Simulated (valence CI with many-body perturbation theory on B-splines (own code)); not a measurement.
Values are calculated unless marked as measured or tabulated.
In17+: magnetic and hyperfine properties of the levels

Level of theory: relativistic CI+MBPT: four valence electrons over a frozen Dirac-Fock core [Ar] 3d10, a basis of 11 s, 11 p, 10 d, 8 f, 5 g, 2 h functions for each j, with the one-electron correlation potential Σ1 (screened to all orders), the two-electron term Σ2, the three-electron term Σ3, Breit, model QED; selected single and double excitations, second order for the rest, scaled by the run's own slope (own B-spline code, finite nucleus).

No measured levels were compared; by estimate levels hold to about 250 cm⁻¹ or 0.2 % of their energy and the worst to 1 %, as in measured heavy ions of charge 2 to 7; those with d or f electrons hold less well. Among the levels kept, up to 470 cm⁻¹ of a level comes from second order outside the variational space, and about a tenth of that is noise between levels of different J, which matters for small intervals.

A/g_I is the dipole constant over the nuclear g factor μ/I (μ in nuclear magnetons, uniformly magnetised nucleus), B/Q the quadrupole constant per barn. Both hold the static response of the core; the bare values leave it out. Large factors of s and p1/2 electrons are usually good to 5 to 10 %; those of open d and f shells near neutrality can be off by tens of per cent, and small factors of p3/2, d and f electrons come from cancelling terms and can be off by a factor of two or in sign, in half-filled shells by more. B is blank for J = 1/2, where it vanishes, and for nearly pure S terms. Energies count from the lowest level. Levels with J = 0 are left out.

Names give the largest LS component (configuration and term), which can be under half, so a name can repeat, a term be missing and a line seem to break the LS rules; names also repeat where a configuration has a term twice. Letters in brackets count levels of one name in rising energy.

| Level | E (cm⁻¹) | g | A/g_I (MHz) | A/g_I bare | B/Q (MHz/b) | B/Q bare |
| --- | --- | --- | --- | --- | --- | --- |
| 4s2 4p2 3P_1 | 58704 | 1.500 | -2220 | -2250 | 8660 | 8140 |
| 4s2 4p2 3P_2 | 74480 | 1.256 | 19900 | 18800 | 7170 | 6740 |
| 4s2 4p2 1D_2 | 145940 | 1.243 | 10300 | 9730 | 10100 | 9470 |
| 4s 4p3 5S°_2 | 360410 | 1.880 | 50000 | 47400 | 4020 | 3770 |
| 4s 4p3 3D°_1 | 423850 | 0.780 | -27300 | -25800 | 15000 | 14100 |
| 4s 4p3 3D°_2 | 436980 | 1.328 | 36100 | 34200 | 19900 | 18700 |
| 4s 4p3 3D°_3 | 458570 | 1.332 | 45300 | 43000 | -1170 | -1080 |
| 4s 4p3 3P°_1 | 502230 | 1.309 | 49100 | 46500 | -15800 | -14900 |
| 4s 4p3 1D°_2 [a] | 508700 | 1.239 | 14600 | 13800 | -17100 | -16200 |
| 4s 4p3 3S°_1 | 553020 | 1.570 | 3450 | 3250 | 1210 | 1140 |
| 4s 4p3 1D°_2 [b] | 565470 | 1.207 | 40600 | 38500 | -9280 | -8760 |
| 4s2 4p 4d 3F°_2 | 621820 | 0.712 | 15800 | 15100 | 9450 | 8850 |
| 4s 4p3 1P°_1 | 633350 | 1.334 | -22200 | -21100 | -697 | -638 |
| 4s2 4p 4d 3F°_3 | 650710 | 1.096 | 9950 | 9520 | 8950 | 8370 |
| 4s2 4p 4d 3P°_2 [a] | 674540 | 1.266 | -1910 | -1700 | 1460 | 1340 |
| 4s2 4p 4d 3D°_1 | 684580 | 0.838 | -10600 | -9900 | 2000 | 1870 |
| 4s2 4p 4d 3F°_4 | 702630 | 1.249 | 4490 | 4280 | 20900 | 19600 |
| 4s2 4p 4d 1D°_2 | 728210 | 1.061 | 3660 | 3440 | -2360 | -2250 |
| 4s2 4p 4d 3P°_1 | 743850 | 1.193 | 5350 | 5170 | -8540 | -8010 |
| 4s2 4p 4d 3D°_3 | 744310 | 1.273 | 7310 | 6960 | -2730 | -2560 |
| 4s2 4p 4d 3P°_2 [b] | 752720 | 1.301 | 7640 | 7330 | -11600 | -10900 |
| 4s2 4p 4d 1F°_3 | 794720 | 1.046 | 5960 | 5700 | 15800 | 14900 |
| 4s2 4p 4d 1P°_1 | 806440 | 0.970 | -2650 | -2350 | 2640 | 2470 |
| 4p4 3P_2 | 838980 | 1.364 | 10300 | 9870 | 1390 | 1310 |
| 4p4 3P_1 | 904410 | 1.349 | -2160 | -1930 | -5290 | -4980 |
| 4s 4p2 4d 5F_1 | 914230 | 0.318 | -32900 | -31100 | -808 | -778 |
| 4p4 1D_2 | 914810 | 1.133 | 19900 | 18900 | -18400 | -17300 |
| 4s 4p2 4d 5F_2 | 922070 | 1.121 | 16300 | 15500 | 3940 | 3670 |
| 4s 4p2 4d 5F_3 [a] | 938080 | 1.342 | 22200 | 21100 | 8790 | 8200 |
| 4s 4p2 4d 5D_1 | 967060 | 1.374 | 26700 | 25400 | -9780 | -9170 |
| 4s 4p2 4d 5F_4 | 968560 | 1.371 | 20900 | 19900 | 11800 | 11100 |
| 4s 4p2 4d 5D_2 | 968580 | 1.274 | 21400 | 20400 | -10700 | -10000 |
| 4s 4p2 4d 5F_3 [b] | 972440 | 1.312 | 28600 | 27200 | -9910 | -9310 |
| 4s 4p2 4d 5D_4 | 986570 | 1.373 | 30200 | 28700 | 3660 | 3430 |

(1) Take the isotope of mass number 115, with I = 9/2, μ = 5.5326 μN and Q = 0.772 b. What is the hyperfine structure of 4s2 4p2 1D_2?

Answers

(1) From the table A = 12700 MHz, B = 7770 MHz. Shifts from the centre of gravity in MHz: F = 5/2: -136000, F = 7/2: -95100, F = 9/2: -40400, F = 11/2: 29500, F = 13/2: 116000.
